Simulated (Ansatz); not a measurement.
Born–Oppenheimer molecular dynamics of Cl4H4HfOSi (11 atoms, charge 0, multiplicity 1). It starts at the highest image of a converged band. Of that band: The profile has 2 maxima (images 3, 7) with wells between them (image 6): this band takes more than one step, which may be the mechanism or a detour left from its start path. A vibrational analysis at the climbing image gives one clearly imaginary mode, 1252i cm⁻¹: a first-order saddle point. Another band between the same ends, with other settings, climbed to 0.246 eV only, so this may not be the lowest route.

Method: Ansatz 0.2.0, RHF/def2-SVP.

- ensemble: NVE (velocity Verlet)
- time step: 0.5 fs
- steps asked: 200
- starting velocities drawn for: 100 K
- seed: 2302

First frame:

```xyz
11
Properties=species:S:1:pos:R:3
Hf 0.134 -0.440 0.024
O -0.349 -0.674 2.011
Si -1.345 -0.151 3.275
H -2.748 -0.403 2.905
H -0.967 -0.939 4.463
H -1.105 1.284 3.501
Cl 2.107 0.732 -0.556
Cl -1.514 1.245 -0.257
Cl -0.584 -2.061 -1.544
Cl 1.620 -2.358 1.397
H 0.582 -1.602 2.093
```

**Question.** How far do the bonds stretch over the last three quarters of this one trajectory? (Pairs bonded in most of those frames.)

**Answer.** 
```tsv
bond	mean (Å)	spread (Å)	shortest	longest
Hf1–O2	2.344	0.124	2.09	2.50
Hf1–Cl7	2.373	0.024	2.33	2.40
Hf1–Cl8	2.402	0.013	2.39	2.42
Hf1–Cl9	2.366	0.024	2.34	2.41
Hf1–Cl10	2.497	0.184	2.27	2.79
O2–Si3	1.735	0.041	1.67	1.80
O2–H11	0.980	0.072	0.86	1.11
Si3–H4	1.470	0.011	1.45	1.49
Si3–H5	1.474	0.009	1.46	1.49
Si3–H6	1.467	0.005	1.46	1.48
```

Pairs bonded in part of these frames only: Hf1–H11 25 %.

Mean temperature of the second half: 519 K. The conserved energy stayed within 0.64 meV per atom of its start (net change 0.061 meV per atom), so the integration is sound. The kinetic energy rose, since the run started high on the potential surface and went downhill. A run of 0.1 ps of so small a system gives no equilibrium averages. The orbitals stay closed-shell, which can raise the energy where a bond breaks towards radicals; this wasn't checked here.

The run took 6.7 min on 4 threads of AMD EPYC 7R13 Processor (Zen 3), on a shared host, peak memory 0.55 GiB.
